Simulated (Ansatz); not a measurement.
A structure relaxed at B3LYP-D4/def2-TZVP in Ansatz, charge 0, doublet:

Cartesian coordinates in Å:
```
Al -0.045 -0.742 0.980
Al -2.162 -1.361 -0.476
Al -0.522 1.331 -0.278
Li 1.675 1.386 1.269
Li 1.054 -0.614 -1.495
```

(1) Give its formula.

(2) Summarise the bond lengths by kind (pairs closer than 1.2 times the sum of covalent radii, bridged metal pairs left out).

## Answers

(1) the cluster Li₂Al₃.

(2) 4 × Al–Li 2.69 to 2.78 Å; 2 × Al–Al 2.47 to 2.64 Å.

Another isomer (quartet) lies 0.05 eV lower at PBE0-D4/def2-TZVP; other spin states weren't run for this one.
